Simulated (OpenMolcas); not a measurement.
# What dynamic correlation does to the levels of Ti²⁺

* Program: OpenMolcas
* Basis: ANO-L-VTZP [6s5p3d2f1g]
* Scalar Hamiltonian: non-relativistic, point nucleus
* Active space: 2 electrons in 5 orbitals (3d)
* State averaging: 2S+1 = 3 even, 10 roots; 2S+1 = 1 even, 15 roots
* Spin-orbit coupling: state interaction with AMFI integrals over the reference wave functions, term energies averaged over their components

Methods on the same reference wave functions:
A. CASSCF
B. SS-CASPT2, IPEA 0.25 Eh, imaginary shift 0.1 Eh (closed shells correlated: 3s 3p)

Energies in cm⁻¹ above 3d² ³F₂, the measured ground level; measured values from Corliss and Sugar, J. Phys. Chem. Ref. Data 8, 1 (1979).

| Level | A | B | Measured |
| --- | --- | --- | --- |
| 3d² ³F₂ | 0.0 | 0.0 | 0.0 |
| 3d² ³F₃ | 199 | 201 | 185 |
| 3d² ³F₄ | 460 | 461 | 420 |
| 3d² ¹D₂ | 11332 | 8120 | 8474 |
| 3d² ³P₀ | 13559 | 11390 | 10538 |
| 3d² ³P₁ | 13628 | 11460 | 10604 |
| 3d² ³P₂ | 13773 | 11600 | 10721 |
| 3d² ¹G₄ | 17470 | 15190 | 14398 |
| 3d² ¹S₀ | 42369 | 32960 | 32476 |

Deviations, from unrounded energies. A percentage is the sum of absolute deviations over the sum of measured energies, with the sign that they share, or ± where signs differ.

```tsv
Against measurement	Levels	A	B
mean absolute deviation (cm-1)	8	3100	540
fine structure of the ground term (%)	2	+8.9	+9.4
other terms of the ground configuration (%)	6	+28.6	±4.9
```

B lies closest to measurement on these levels. The largest miss of B in the table is 3d² ³P₂, by +880 cm-1. The ranking rests on the paired levels alone, and a cruder setting can come out closer through cancelling errors.

From A to B the spin-free energies of the other terms of 3d² shown, above ³F, scale by factors of 0.71 to 0.87, as is usual when dynamic correlation screens the repulsion within a d or f shell.

The lowest spin-free term lies below A's lowest term by 0.228 hartree in B.

CASPT2 does not keep the components of a term degenerate, so their means are used; among the terms shown or strongly mixed into the levels shown the widest spread is 710 cm-1 (3d² ¹G, B). Without dynamic correlation excited terms often stand tens of per cent too high (terms of higher spin than the ground term too low), and those without a measured partner can miss by more than the paired ones (holds for A). Measured partners are found by configuration, term and J. A level has none where our copy of the source lacks it or the pairing is in doubt (some pairs that miss far off the trend of their configuration count as doubtful), and it then counts in no deviation. Levels of configurations outside the active space are missing.
